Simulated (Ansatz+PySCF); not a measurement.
Values are calculated unless marked as measured or tabulated.
# Several solutions for doublet NiF

```yaml
atoms:
  - { symbol: Ni, position_ang: [0.0000, 0.0000, 0.0000] }
  - { symbol: F, position_ang: [0.0000, 0.0000, 1.8086] }
```

Basis set: def2-SVP (spherical functions). Charge 0, multiplicity 2.

UHF was run from several starts with Ansatz (development build ahead of 0.2.0) and PySCF 2.14.0.

```csv
run,program,start,converged,energy (hartree),<S²>
A,Ansatz,search for the lowest state,yes,-1606.01182,1.73
B,PySCF,"guess atom, instabilities followed",yes,-1605.94169,0.75
C,PySCF,program defaults,no,–,–
D,PySCF,"guess huckel, instabilities followed",yes,-1605.94169,0.75
E,Ansatz,stability test followed,yes,-1605.94169,0.75
F,PySCF,"guess minao, instabilities followed",yes,-1606.01182,1.73
G,Ansatz,"atomic start, no search",yes,-1605.94169,0.75
```

Question: Which runs reached the lowest solution of this kind, and what is wrong with the others?

Answer: A, F reached the lowest solution found. Converged but too high: B by 1.91 eV, D by 1.91 eV, E by 1.91 eV, G by 1.91 eV. Convergence only shows a stationary point, and even a stable one can lie too high; stability tests and further starts are what find lower ones. Not converged: C. Caution: another spin multiplicity may lie lower. Caution: the unrestricted determinant is a mixture of spin states. Caution: the determinant may break the point group.
